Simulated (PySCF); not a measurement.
Isomers C$_{5}$H$_{4}$F$_{4}$O:

A. SMILES O=C(F)[C@@H]1C[C@H]1C(F)(F)F
B. `InChI=1S/C5H4F4O/c6-2-1-4(8)5(9,10-4)3(2)7/h2-3H,1H2/t2-,3-,4+,5-/m1/s1`
C. `O=C(F)C1(C(F)(F)F)CC1`
D. `[C@@]1(C(F)(F)F)(F)C=COC1`
E. SMILES C(=C\C)(/C(=O)F)C(F)(F)F

Spectrum 1. 1H NMR (500 MHz, computed): δ 5.48 (m, 1H), 5.10 (m, 1H), 2.82 (m, 1H), 2.47 (m, 1H). 13C{1H} NMR (computed): δ 99.2 (C), 97.9 (C), 94.8 (CH), 87.9 (CH), 39.3 (CH2).

Spectrum 2. 1H NMR (500 MHz, computed): δ 6.83 (m, 1H), 5.49 (m, 1H), 4.81 (m, 1H), 4.77 (m, 1H). 13C{1H} NMR (computed): δ 164.6 (CH), 132.9 (C), 108.8 (C), 102.7 (CH), 78.5 (CH2).

Spectrum 3. 1H NMR (500 MHz, computed): δ 2.15 (m, 1H), 2.08 (m, 1H), 1.58 (m, 1H), 1.46 (m, 1H). 13C{1H} NMR (computed): δ 173.3 (C), 133.9 (C), 28.6 (CH), 17.9 (CH), 16.9 (CH2).

Spectrum 4. 1H NMR (500 MHz, computed): δ 8.01 (m, 1H), 2.47 (d, 3H). 13C{1H} NMR (computed): δ 165.7 (CH), 159.1 (C), 131.9 (C), 128.1 (C), 17.2 (CH3).

Spectrum 5. 1H NMR (500 MHz, computed): δ 1.66 (m, 2H), 1.57 (m, 2H). 13C{1H} NMR (computed): δ 170.8 (C), 133.2 (C), 28.0 (C), 20.3 (CH2).

Level of theory: PBE0/pcSseg-1 with gauge-including orbitals, geometry from GFN2-xTB, in PySCF (one conformer, one averaged value for each set of equivalent atoms, non-relativistic Hamiltonian, no solvent model).

References, each an isolated molecule treated in the same way: 1H (σref 31.72), 13C (σref 186.93) vs TMS. Splittings of carbon signals by F and P are missing where no couplings were computed. Where no couplings were computed, multiplicities follow the n + 1 count of equivalent neighbours, and m marks all less simple cases (inequivalent or close neighbours, rings, F or P nearby). Shifts are as computed. Against solution values, carbons near 30 ppm lie about +3 ppm off and those near 130 ppm about +5 ppm. Of 1211 compounds with measured shifts, 218 miss one by over three times the rms of a fit or turn the order of signals round; such compounds aren't used in these exercises.

Task: Which spectrum belongs to which compound?

Result: 1–B, 2–D, 3–A, 4–E, 5–C.

- Spectrum 1 (B): 5 13C signals; δC 99.2 is an epoxide ring carbon; δC 97.9 is an epoxide ring carbon.
- Spectrum 2 (D): 5 13C signals; δC 164.6 is an alkene carbon bearing oxygen; δC 132.9 is a CF3 carbon.
- Spectrum 3 (A): 5 13C signals; δC 133.9 is a CF3 carbon; δC 28.6 is a three-membered-ring carbon.
- Spectrum 4 (E): 5 13C signals; δC 165.7 is a β carbon of a C=C–C=O unit; δC 131.9 is a CF3 carbon.
- Spectrum 5 (C): 4 13C signals; δC 133.2 is a CF3 carbon; δC 28.0 is a three-membered-ring carbon.
